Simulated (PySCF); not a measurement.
## Correlation energy of C⁺ (carbon, charge +1)

[He] 2s2 2p1, 2P determinant. Computed with PySCF 2.14 in x2c-TZVPall (5s3p2d1f, 31 functions), with the spin-free X2C one-electron Hamiltonian (Gaussian nucleus). Frozen: 1s2; 3 electrons correlated.

MP2 pair energies summed by pair of shells (mhartree):

| pair | energy | share (%) |
| --- | --- | --- |
| 2s-2s | -28.58 | 57.2 |
| 2s-2p | -21.36 | 42.8 |

Total MP2 correlation energy: -49.93 mhartree.

Same-spin part -3.31 and opposite-spin part -46.62 mhartree; SCS-MP2 scales them by 1/3 and 6/5 to -57.05 mhartree.

| level | correlation energy (mhartree) |
| --- | --- |
| CCSD | -73.87 |
| (T) | -1.14 |
| CCSD(T) | -75.01 |

Diagnostics: T1 = 0.0093, D1 = 0.0177, largest double amplitude 0.132.

Question: Is a single reference adequate?

Answer: Mostly. T1 lies below 0.03, but a double amplitude of this size points to a near-degeneracy that CCSD handles and MP2 describes poorly.
